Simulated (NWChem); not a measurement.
Species: InF cation, doublet; SMILES of the neutral closed-shell parent [F][In]

All runs: NWChem. Spin-unrestricted. Geometry: optimised at PBE0/def2-SVP, spin-unrestricted. The spin multiplicity was typed, not searched, and may not be the lowest. No stability test was run on the SCF state. def2 effective core potentials on In; no spin-orbit coupling. Vertical excitations in the gas phase; the lowest state need not have the same character in each row. Excited states of an open shell can be spin-contaminated.

```csv
level,lowest excitation (eV),oscillator strength of that lowest state,lowest state with f > 0.02 (eV),oscillator strength of that bright state,"lowest empty minus highest occupied level, either spin (eV)"
"PBE/def2-SVP, TDA",1.58,0.001,4.39,0.065,1.10
"B3LYP/def2-SVP, TDA",1.77,0.001,4.25,0.092,2.71
"BHandHLYP/def2-SVP, TDA",[?],0.001,[?],[?],[?]
"LDA (Slater exchange, VWN5)/def2-SVP, TDA",1.47,0.001,4.49,0.063,0.94
```

Problem. Complete the blanks.

Solution. 
- BHandHLYP/def2-SVP, TDA, lowest excitation (eV): 2.32
- BHandHLYP/def2-SVP, TDA, lowest state with f > 0.02 (eV): 4.06
- BHandHLYP/def2-SVP, TDA, oscillator strength of that bright state: 0.107
- BHandHLYP/def2-SVP, TDA, lowest empty minus highest occupied level, either spin (eV): 5.24
